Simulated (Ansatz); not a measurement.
C₃H₉AlO₃ (`C[O][Al]([O]C)[O]C`), 16 atoms. Total charge 0; spin multiplicity 1. Hardware: A = 2 threads of an AMD EPYC 7R13 on a shared host and a share of an NVIDIA H100 80 GB; B = 2 threads of an AMD EPYC 7R13 on a shared host. Correlated methods freeze the cores. Open-shell runs search over several starts.

Problem. Give the basis size and wall time and peak host memory of each of these runs in Ansatz. RHF-MP2/def2-QZVPP energy [A]; UHF-CCSD(T)/def2-TZVPP energy of the cation [A]; RKS PBE0-D4/def2-QZVPP energy [A]; RKS ωB97M-V/def2-SVP energy [B]; RHF-CCSD(T)/def2-TZVPP energy [A]; UKS ωB97X-V/def2-TZVPP energy of the cation [A]; direct RPA on PBE orbitals/def2-TZVPP energy [A]; RKS ωB97M-V/def2-QZVPP energy [A]; RKS PBE0-D4/def2-TZVP frequencies [A]; UHF-MP2/def2-QZVPP energy of the cation [A]; RKS r2SCAN0-D4/def2-TZVPP energy [A]; RKS SPW92 (LDA)/def2-TZVPP energy [A]. (Best estimate.)

Solution. Computed: Other jobs shared the machine, so times are rough.

```tsv
level	job	functions	wall time	peak host memory (GiB)
RKS SPW92 (LDA)/def2-TZVPP	energy [A]	354	4.8 s	0.85
RHF-MP2/def2-QZVPP	energy [A]	682	8.5 s	1.2
direct RPA on PBE orbitals/def2-TZVPP	energy [A]	354	9 s	1.5
RKS ωB97M-V/def2-SVP	energy [B]	147	10 s	0.7
RKS PBE0-D4/def2-QZVPP	energy [A]	682	12 s	1.2
RKS r2SCAN0-D4/def2-TZVPP	energy [A]	354	14 s	0.89
RKS ωB97M-V/def2-QZVPP	energy [A]	682	17 s	1.3
RHF-CCSD(T)/def2-TZVPP	energy [A]	354	25 s	0.84
UHF-MP2/def2-QZVPP	energy of the cation [A]	682	28 s	1.4
UKS ωB97X-V/def2-TZVPP	energy of the cation [A]	354	68 s	1.1
UHF-CCSD(T)/def2-TZVPP	energy of the cation [A]	354	3 min	1.5
RKS PBE0-D4/def2-TZVP	frequencies [A]	277	3.6 min	0.91
```
